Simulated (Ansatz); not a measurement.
**Strength of the In–S bond: C2H7InS2 → C2H6InS + HS**

Species: C2H7InS2 `C[CH2][In]([SH])[SH]`, singlet; C2H6InS `C[CH2][In][SH]`, doublet; HS, doublet. 

Shapes, held fixed at every level: PBE0-D4/def2-TZVP. Flexible molecules stand in one conformer, not always the lowest. Programs: Ansatz 0.2.0. The zero-point and thermal change to 298 K, harmonic and unscaled (PBE0-D4/def2-TZVP), is -8.7 kJ/mol.

```
                level                    kind  ΔH(298 K) (kJ/mol)
    PBE-D4/def2-TZVPP                     GGA              +308.3
 r2SCAN-D4/def2-TZVPP                meta-GGA              +304.0
r2SCAN0-D4/def2-TZVPP           global hybrid              +302.3
   wB97X-V/def2-TZVPP  range-separated hybrid              +324.3
         MP2/def2-SVP     perturbation theory              +308.3
        CCSD/def2-SVP   coupled cluster or CI              +286.5
       MP2/def2-TZVPP     perturbation theory              +332.4
```

MP2/def2-TZVPP gives ΔH(298 K) = +332.4 kJ/mol; the levels span +286.5 to +332.4. The median of the levels is +308.3. No measured value is set beside it here. Open shells run unrestricted unless RO is named. For atoms past krypton def2 sets carry core potentials with scalar relativity. Correlated rows may include outer-core shells of In, which these sets cover unevenly.
